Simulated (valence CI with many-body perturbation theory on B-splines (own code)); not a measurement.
# Forbidden lines of Ag XXV

Level of theory: configuration interaction combined with many-body perturbation theory (CI+MBPT): five valence electrons over a frozen Dirac-Fock core [Ar], a basis of 7 s, 7 p, 8 d, 6 f, 4 g, 1 h functions for each j, with the one-electron correlation potential Σ1 (screened to all orders), the two-electron term Σ2, the three-electron term Σ3, Breit, model QED; selected single and double excitations, second order for the rest, scaled by the run's own slope (own B-spline code, finite nucleus).

No measured levels were compared; by estimate terms of the open shell hold to 2 to 4 % of their energy, and close levels can change places. Only levels of the ground parity were solved; by the run's estimate the other parity begins above the list, which can be wrong where configurations are misplaced.

Lines 1 to 50 of 120 in falling wavelength, among levels below 466420 cm⁻¹, chosen from the decays that carry over 1 % of a level's rate. Wavelengths and rates use the calculated energies, so an error of 4000 cm⁻¹ moves a line at 5117 Å by 20 % and its rate by three times that or more. Electric multipoles are in the length gauge, E1 and E2 with the static RPA response of the core. Weak lines are less certain than strong ones. Lines between different terms over intervals too small for the method are left out, as are lines whose strength nearly cancels. Intervals below about 4000 cm⁻¹, as at the head of this list, are uncertain by tens of per cent. Branching is blank where the lifetime is uncertain.

Names give the largest LS component (configuration and term), which can be under half, so a name can repeat, a term be missing and a line seem to break the LS rules; names also repeat where a configuration has a term twice. Letters in brackets count levels of one name in rising energy.

| λ vac (Å) | Upper | Lower | Type | A (s⁻¹) | Branch % |
| --- | --- | --- | --- | --- | --- |
| 24890 | 3d⁵ ⁴G_11/2 | 3d⁵ ⁴G_7/2 | E2 | 2.92e-09 |  |
| 13980 | 3d⁵ ⁴G_9/2 | 3d⁵ ⁴G_11/2 | M1 | 9.62e+00 | 19.3 |
| 8951 | 3d⁵ ⁴G_9/2 | 3d⁵ ⁴G_7/2 | M1 | 4.02e+01 | 80.7 |
| 6258 | 3d⁵ ²I_13/2 | 3d⁵ ²I_11/2 | M1 | 3.62e+01 | 11.8 |
| 6180 | 3d⁵ ⁴P_1/2 | 3d⁵ ⁴P_3/2 | M1 | 1.95e+02 | 100.0 |
| 5488 | 3d⁵ ⁴D_3/2 | 3d⁵ ⁴D_5/2 | M1 | 1.69e+02 | 3.7 |
| 5117 | 3d⁵ ⁴F_7/2 | 3d⁵ ²F_5/2 [b] | M1 | 8.79e+01 | 1.4 |
| 4764 | 3d⁵ ²D_3/2 [a] | 3d⁵ ⁴F_5/2 | M1 | 1.75e+02 | 3.7 |
| 3604 | 3d⁵ ⁴D_7/2 | 3d⁵ ⁴G_9/2 | M1 | 1.62e+02 | 9.4 |
| 3540 | 3d⁵ ⁴G_7/2 | 3d⁵ ⁴G_5/2 [a] | M1 | 4.37e+02 | 66.6 |
| 3436 | 3d⁵ ²F_7/2 [a] | 3d⁵ ⁴D_7/2 | M1 | 1.35e+01 | 1.0 |
| 3355 | 3d⁵ ⁴D_7/2 | 3d⁵ ⁴G_5/2 [b] | M1 | 4.53e+02 | 26.4 |
| 3153 | 3d⁵ ⁴F_5/2 | 3d⁵ ⁴F_3/2 | M1 | 1.29e+02 | 1.5 |
| 3153 | 3d⁵ ²G_7/2 [a] | 3d⁵ ²F_5/2 [a] | M1 | 1.88e+02 | 7.8 |
| 3106 | 3d⁵ ⁴P_3/2 | 3d⁵ ⁴G_5/2 [a] | M1 | 4.31e+02 | 6.8 |
| 3086 | 3d⁵ ²H_9/2 | 3d⁵ ²G_9/2 [a] | M1 | 3.58e+02 | 4.7 |
| 2677 | 3d⁵ ⁴G_5/2 [b] | 3d⁵ ⁴G_5/2 [a] | M1 | 1.76e+03 | 39.2 |
| 2662 | 3d⁵ ²G_9/2 [b] | 3d⁵ ²G_7/2 [a] | M1 | 3.26e+02 | 6.9 |
| 2636 | 3d⁵ ²G_9/2 [a] | 3d⁵ ⁴D_7/2 | M1 | 2.73e+02 | 14.4 |
| 2570 | 3d⁵ ⁴D_7/2 | 3d⁵ ⁴G_7/2 | M1 | 6.00e+02 | 34.9 |
| 2465 | 3d⁵ ⁴F_5/2 | 3d⁵ ²F_7/2 [a] | M1 | 1.31e+03 | 14.8 |
| 2440 | 3d⁵ ⁴D_1/2 | 3d⁵ ⁴P_1/2 | M1 | 1.84e+03 | 57.0 |
| 2425 | 3d⁵ ²H_9/2 | 3d⁵ ²F_7/2 [a] | M1 | 1.80e+02 | 2.4 |
| 2417 | 3d⁵ ⁴F_7/2 | 3d⁵ ²H_9/2 | M1 | 4.53e+02 | 7.2 |
| 2402 | 3d⁵ ²G_7/2 [a] | 3d⁵ ²G_9/2 [a] | M1 | 3.04e+01 | 1.3 |
| 2378 | 3d⁵ ⁴F_7/2 | 3d⁵ ⁴F_5/2 | M1 | 3.82e+02 | 6.0 |
| 2373 | 3d⁵ ²H_11/2 | 3d⁵ ²H_9/2 | M1 | 3.51e+02 |  |
| 2337 | 3d⁵ ²D_3/2 [a] | 3d⁵ ²F_5/2 [a] | M1 | 1.23e+02 | 2.6 |
| 2322 | 3d⁵ ⁴D_5/2 | 3d⁵ ⁴P_3/2 | M1 | 1.69e+02 | 3.4 |
| 2307 | 3d⁵ ⁴F_5/2 | 3d⁵ ⁴D_3/2 | M1 | 3.49e+02 | 3.9 |
| 2256 | 3d⁵ ²F_5/2 [b] | 3d⁵ ²F_5/2 [a] | M1 | 2.50e+02 | 2.9 |
| 2137 | 3d⁵ ²G_9/2 [b] | 3d⁵ ²H_9/2 | M1 | 1.45e+03 | 30.7 |
| 2127 | 3d⁵ ⁴D_5/2 | 3d⁵ ⁴G_7/2 | M1 | 8.57e+02 | 17.0 |
| 2126 | 3d⁵ ²F_7/2 [b] | 3d⁵ ²F_5/2 [a] | M1 | 5.25e+02 | 5.7 |
| 2089 | 3d⁵ ²F_5/2 [a] | 3d⁵ ⁴D_7/2 | M1 | 3.89e+02 | 3.7 |
| 2047 | 3d⁵ ²I_11/2 | 3d⁵ ⁴G_9/2 | M1 | 3.42e+02 | 17.2 |
| 2031 | 3d⁵ ²H_9/2 | 3d⁵ ²I_11/2 | M1 | 1.28e+02 | 1.7 |
| 1981 | 3d⁵ ²G_7/2 [a] | 3d⁵ ²F_7/2 [a] | M1 | 7.01e+02 | 29.2 |
| 1897 | 3d⁵ ²D_3/2 [a] | 3d⁵ ⁴F_3/2 | M1 | 9.16e+02 | 19.6 |
| 1844 | 3d⁵ ²F_5/2 [b] | 3d⁵ ⁴F_3/2 | M1 | 1.34e+03 | 15.8 |
| 1786 | 3d⁵ ²I_11/2 | 3d⁵ ⁴G_11/2 | M1 | 1.65e+03 | 82.8 |
| 1782 | 3d⁵ ⁴D_3/2 | 3d⁵ ⁴G_5/2 [b] | M1 | 2.95e+02 | 6.4 |
| 1762 | 3d⁵ ⁴F_3/2 | 3d⁵ ⁴P_1/2 | M1 | 4.63e+02 | 6.1 |
| 1759 | 3d⁵ ²F_7/2 [a] | 3d⁵ ⁴G_9/2 | M1 | 9.45e+02 | 73.0 |
| 1756 | 3d⁵ ²F_7/2 [b] | 3d⁵ ²G_9/2 [a] | M1 | 9.70e+02 | 10.6 |
| 1749 | 3d⁵ ⁴D_1/2 | 3d⁵ ⁴P_3/2 | M1 | 1.39e+03 | 43.0 |
| 1697 | 3d⁵ ²F_7/2 [a] | 3d⁵ ⁴G_5/2 [b] | M1 | 6.47e+01 | 5.0 |
| 1632 | 3d⁵ ⁴D_3/2 | 3d⁵ ⁴P_3/2 | M1 | 9.41e+02 | 20.4 |
| 1624 | 3d⁵ ⁴F_5/2 | 3d⁵ ⁴D_5/2 | M1 | 2.24e+03 | 25.3 |
| 1566 | 3d⁵ ⁴F_7/2 | 3d⁵ ²F_5/2 [a] | M1 | 6.16e+02 | 9.7 |
